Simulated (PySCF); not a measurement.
# Dipole moment and polarisability of Mo(CMe)Me3

Species: Mo(CMe)Me3, C5H12Mo (singlet state).
Cartesian coordinates in Å at the PBE0-D3(BJ)/def2-SVP level; atoms count from 1:
```
atom  x, y, z in Å
Mo1   -0.002    0.006   -0.555
C2     0.003   -0.005    1.162
C3     0.006   -0.012    2.630
H4     0.556    0.855    3.031
H5    -1.022    0.026    3.029
H6     0.485   -0.926    3.021
C7     2.056   -0.008   -0.966
H8     2.206   -0.090   -2.061
H9     2.605   -0.821   -0.463
H10    2.491    0.947   -0.621
C11   -1.024    1.795   -0.944
H12   -1.002    1.996   -2.034
H13   -0.634    2.672   -0.405
H14   -2.077    1.656   -0.634
C15   -1.047   -1.766   -0.966
H16   -2.017   -1.843   -0.449
H17   -0.429   -2.622   -0.640
H18   -1.212   -1.843   -2.059
```

Level: PBE0/def2-SVPD (PySCF), static field, nuclei fixed, core orbitals frozen in the response. The polarisability tensor in these axes (au):

```
x   106.35  -0.05   0.06
y    -0.05 106.18  -0.07
z     0.06  -0.07 121.73
```

Task: What are the eigenvalues, a third of the trace, and Δα (Δα² = ½Σ(αi − αj)² over the three pairs)?

Result: Principal values 106.17, 106.36 and 121.73 au; mean 111.42 au = 16.51 Å³ = 18.37 × 10⁻⁴⁰ C²·m²/J; Δα = 15.47 au (14 % of the mean).

Task: What is the dipole moment?

Result: 0.14 D at this geometry.

Task: Refractivity n − 1 of an ideal gas of it at 273.15 K and 1 atm, from the electronic α?

Result: N = p/kT = 2.6868 × 10¹⁹ cm⁻³, so n − 1 = 2π × N × 16.51 × 10⁻²⁴ cm³ = 2787 × 10⁻⁶ at long wavelengths, for an ideal gas.

Task: In a dilute gas of rigid molecules at 400 K, how does the orientational term μ²/3kT compare with the electronic polarisability?

Result: In Gaussian units μ²/3kT = 0.12 Å³ against 16.51 Å³, a ratio of 0.01; the Debye molar polarisation (4π/3)N_A(α + μ²/3kT) is 42.0 cm³/mol, leaving out the vibrational part.

Task: Sum over states: ᾱ = Σ f/ω², ω in Eh. What share falls to these 10 lowest TDDFT singlets (eV, f)? 3.36, 0.0000; 3.66, 0.0001; 3.66, 0.0001; 3.91, 0.0280; 4.80, 0.0000; 5.00, 0.0019; 5.00, 0.0022; 5.09, 0.0184; 5.09, 0.0184; 5.43, 0.0307.

Result: They add up to 3.31 au, 3.0 % of the 111.42 au; the largest single term is 1.36 au, from the state at 3.91 eV. Terms in order: 0.00, 0.00, 0.00, 1.36, 0.00, 0.06, 0.06, 0.52, 0.52, 0.77 au. Higher excitations give the rest. The strengths listed sum to 0.100.

Task: Rayleigh depolarisation ratio (linearly polarised light, static tensor)?

Result: ρ = 3Δα²/(45ᾱ² + 4Δα²) = 717.8/(558654 + 957.1) = 0.00128.

Geometry: PBE0-D3(BJ)/def2-SVP; no solvent, vibrations or thermal averaging. Atoms past krypton carry effective core potentials; spin–orbit coupling is left out.

The run behind these numbers computed excited states as well. On an INTEL XEON PLATINUM 8581C at 2.30 GHz with one thread, on a shared host, this took 46 s wall (with the writing of density and orbital grids) and 0.99 GiB of memory at its peak.
